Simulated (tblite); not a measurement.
Question: Give a GFN2-xTB geometry of `C#C/C=C/[Si]1(F)C[SiH2]C1`.

Answer: 
```
atom  x, y, z in Å
C1     4.405   -1.097   -0.417
C2     3.251   -0.813   -0.236
C3     1.898   -0.485   -0.025
C4     1.082   -0.053   -0.991
Si5   -0.716    0.365   -0.707
F6    -1.303    0.798   -2.162
C7    -1.198    1.632    0.640
Si8   -2.321    0.347    1.525
C9    -1.843   -0.915    0.158
H10    5.412   -1.342   -0.578
H11    1.541   -0.609    0.991
H12    1.482    0.057   -1.991
H13   -1.729    2.498    0.254
H14   -0.376    2.013    1.240
H15   -3.738    0.703    1.566
H16   -1.845   -0.027    2.859
H17   -1.337   -1.807    0.519
H18   -2.674   -1.257   -0.452
```

Any rigid rotation of these coordinates is as good. Atoms count from 1 in this order. Si5 (fluorine-bound silicon) has angles from 88.7° to 119.9°. The 4-membered ring Si5–C7–Si8–C9 has internal angles of 88.1° to 91.6°; it is planar, 0.00 Å rms from its mean plane, widest ring torsion 0°. The 5 C–Si bonds span 1.868 Å (C4–Si5, drawn single) to 1.921 Å (C7–Si8, drawn single), a spread of 0.053 Å. Si8 (SiH2 silicon) has angles from 88.1° to 114.9°.

Bonds between heavy atoms (Å): C1≡C2 1.202, C2–C3 1.408, C3=C4 1.336, C4–Si5 1.868, Si5–F6 1.628, Si5–C7 1.911, C7–Si8 1.921, Si8–C9 1.921, Si5–C9 1.912.

The geometry is computed with GFN2-xTB (gas phase).

Its GFN2-xTB frequencies are all real (lowest 25 cm⁻¹). The numbers are those of one conformer (C3–C4–Si5–F6 -178°).
